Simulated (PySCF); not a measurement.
C4H6AlF.
Structure used (PBE0-D3(BJ)/def2-SVP), in Å, numbered top down from 1:
```xyz
12
C4H6AlF angstrom
C      2.0133   -0.4046   -0.1912
C      0.7805   -0.7392   -0.5981
C     -0.4597   -0.1062   -0.1443
C     -1.6528   -0.5244   -0.6221
Al    -0.5533    1.3308    1.1676
F     -2.0945    1.9104    1.4464
H      2.1819    0.3948    0.5381
H      2.8995   -0.9193   -0.5700
H      0.6725   -1.5501   -1.3327
H     -1.7283   -1.3397   -1.3554
H     -2.5976   -0.0733   -0.3016
H      0.6087    2.0046    1.9986
```

Level of theory: PySCF 2.14.0, PBE0-D3(BJ)/def2-SVP geometry optimisation, gas phase.

Problem. Which atoms are bound to Al5, and at what distances?

Solution. 3 atoms: H12 1.580 Å, F6 1.670 Å, C3 1.948 Å. The nearest atom not counted as bound is C4, at 2.80 Å.

Problem. List the angles at Al5.

Solution. 
```json
{"angle": "C3–Al5–H12", "degrees": "129.3", "distance of the outer atoms (Å)": "3.19"}
{"angle": "F6–Al5–H12", "degrees": "116.3", "distance of the outer atoms (Å)": "2.76"}
{"angle": "C3–Al5–F6", "degrees": "114.4", "distance of the outer atoms (Å)": "3.04"}
```

Problem. What is the shape at Al5?

Solution. Planar: angles 129.3°, 116.3° and 114.4°, sum 360.0°, 0.00 Å off the plane of its three neighbours.

Problem. What are the other bond lengths?

Solution. C1=C2 1.341 Å; C2–C3 1.464 Å; C3=C4 1.351 Å; C1–H7 1.095 Å; C1–H8 1.093 Å; C2–H9 1.099 Å; C4–H10 1.099 Å; C4–H11 1.095 Å.

Problem. Give some angles away from the centre.

Solution. C1–C2–C3 125.2°, C2–C3–C4 120.3°, C2–C3–Al5 124.6°, C4–C3–Al5 115.1°.

Problem. What are the rotational constants (commonest isotopes, rigid rotor)?

Solution. A = 5226, B = 1783, C = 1330 MHz: an asymmetric top.

Point group: near Cs, missed by 0.20 Å at most; the miss may be what the optimiser left on a soft mode. Charge 0, singlet. No frequency check.

On one thread of an Arm Neoverse V1, shared host, this took 53 s wall and 0.49 GiB of memory at its peak. That covers the optimisation of the geometry.

One conformer stands for the species.
